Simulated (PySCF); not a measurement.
**Spinor energies of Zr⁺ (zirconium, charge +1)**

Start: [Kr] 4d1 5s2; 4d5/2 filled at m_j = +5/2. Calculated with PySCF 2.14 in x2c-SVPall-2c with one added diffuse shell each of s, p, d type (7s9p7d1f, 76 functions): generalised Hartree-Fock with the X2C-1e Hamiltonian and a Gaussian nucleus; one run each with spin-orbit coupling (SO) switched off, then screened by Boettger's factors. This is a chosen level, not necessarily the ground level.

| spinor shell | electrons | ε, spin-free (eV) | ε, screened SO (eV) | weight of nominal j (screened SO) | rms radius, screened SO (bohr) |
| --- | --- | --- | --- | --- | --- |
| 1s1/2 | 2 | -18105.2 | -18104.5 | 1.000 | 0.0426 |
| 2s1/2 | 2 | -2588.5 | -2588.4 | 1.000 | 0.176 |
| 2p1/2 | 2 | -2304.0 | -2363.3 | 1.000 | 0.154 |
| 2p3/2 | 4 | -2304.0 | -2276.0 | 1.000 | 0.158 |
| 3s1/2 | 2 | -463.88 | -463.87 | 1.000 | 0.488 |
| 3p1/2 | 2 | -368.24 | -378.10 | 1.000 | 0.489 |
| 3d3/2 | 4 | -211.08 | -212.56 | 0.999 | 0.494 |
| 3d5/2 | 6 | -211.08 | -210.12 | 1.000 | 0.497 |
| 4s1/2 | 2 | -78.049 | -78.073 | 1.000 | 1.29 |
| 4p3/2 | 4 | -50.205 | -49.726 | 0.958 | 1.47 |
| 4p1/2 | 2 | -50.205 | -51.319 | 0.916 | 1.43 |
| 4d5/2 | 1 | -17.041 | -16.987 | 1.000 | 2.17 |
| 5s1/2 | 2 | -12.662 | -12.669 | 0.927 | 3.65 |

(1) Where does 3p3/2 lie, and what is the 3p spin-orbit splitting (screened SO)?

```tsv
quantity	spin-free	screened SO
E (hartree)	-3595.42418	-3595.75198
M_J	5/2	5/2
⟨J²⟩	9.675	9.658
⟨L²⟩	6.899	6.894
⟨S²⟩	0.776	0.785
```

The determinant has a definite M_J but mixes levels of different J.

Each row is a mean over spinors that exchange with the open shell spreads, by up to 3.362 eV (4p3/2).

Breit and QED terms are absent; they matter most for the inner s and p1/2 levels.

Densities and radii are taken from the X2C orbitals without a picture-change correction, which distorts them close to the nucleus.

Without spin-orbit coupling the j labels of p, d and f shells carry no meaning; the spin-free column gives the mean over the occupied spinors of each nl shell, and its ⟨J²⟩ belongs to a mixture of degenerate components.

Answers

(1) At -363.62 eV, 14.483 eV above 3p1/2.
